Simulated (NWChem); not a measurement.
System meant: SnI2F2; SMILES [F][Sn]([F])([I])[I]

NWChem input:

```
start job
memory heap 200 mb stack 900 mb global 1100 mb
geometry units angstroms noautoz
  F      0.000000     1.504131    -1.925673
  Sn     0.000000     0.000000    -0.728384
  F      0.000000    -1.504131    -1.925673
  I      2.249228     0.000000     0.666230
  I     -2.249228     0.000000     0.666230
end
basis spherical
  F library def2-svp
  Sn library def2-svp
  I library def2-svp
end
ecp
  Sn library def2-ecp
  I library def2-ecp
end
dft
  odft
  mult 2
  xc b3lyp
  iterations 150
  mulliken
end
task dft energy
```

End of the output:

```
 ==============================================================================
                                 internuclear angles
 ------------------------------------------------------------------------------
        center 1       |       center 2       |       center 3       |  degrees
 ------------------------------------------------------------------------------
    1 F                |   2 Sn               |   3 F                |   102.96
    1 F                |   2 Sn               |   4 I                |   109.16
    1 F                |   2 Sn               |   5 I                |   109.16
    3 F                |   2 Sn               |   4 I                |   109.16
    3 F                |   2 Sn               |   5 I                |   109.16
    4 I                |   2 Sn               |   5 I                |   116.40
 ------------------------------------------------------------------------------
                            number of included internuclear angles:          6
 ==============================================================================

 Summary of "ao basis" -> "" (spherical)
 ------------------------------------------------------------------------------
       Tag                 Description            Shells   Functions and Types
 ---------------- ------------------------------  ------  ---------------------
 F                          def2-svp                 6       14   3s2p1d
 Sn                         def2-svp                10       26   4s4p2d
 I                          def2-svp                10       26   4s4p2d

                                 NWChem DFT Module
                                 -----------------

 Summary of "ao basis" -> "ao basis" (spherical)
 ------------------------------------------------------------------------------
       Tag                 Description            Shells   Functions and Types
 ---------------- ------------------------------  ------  ---------------------
 F                          def2-svp                 6       14   3s2p1d
 Sn                         def2-svp                10       26   4s4p2d
 I                          def2-svp                10       26   4s4p2d

      Symmetry analysis of basis
      --------------------------

        a1         40
        a2         14
        b1         28
        b2         24

  number of electrons :                   90
  multiplicity        :                    2
 ------------------------------------------------------------------------
  no. of electrons and multiplicity not compatible                  90
 ------------------------------------------------------------------------
 ------------------------------------------------------------------------
  current input line :
    26: task dft energy
 ------------------------------------------------------------------------
 ------------------------------------------------------------------------
 There is an error in the input file
 ------------------------------------------------------------------------
 For more information see the NWChem manual at https://nwchemgit.github.io

0: no. of electrons and multiplicity not compatible:Received an Error in Communication
```

### Question
Find the fault in this run and fix the input.

### Answer
The input was rejected before any calculation. Cause: the multiplicity doesn't fit the number of electrons (an even count wants an odd multiplicity, and the reverse). This input runs:
```
start job
memory heap 200 mb stack 900 mb global 1100 mb
geometry units angstroms noautoz
  F      0.000000     1.504131    -1.925673
  Sn     0.000000     0.000000    -0.728384
  F      0.000000    -1.504131    -1.925673
  I      2.249228     0.000000     0.666230
  I     -2.249228     0.000000     0.666230
end
basis spherical
  F library def2-svp
  Sn library def2-svp
  I library def2-svp
end
ecp
  Sn library def2-ecp
  I library def2-ecp
end
dft
  xc b3lyp
  iterations 150
  mulliken
end
task dft energy
```
It converges to -1009.61931 Ha (B3LYP/def2-SVP with def2 effective core potentials on Sn, I).
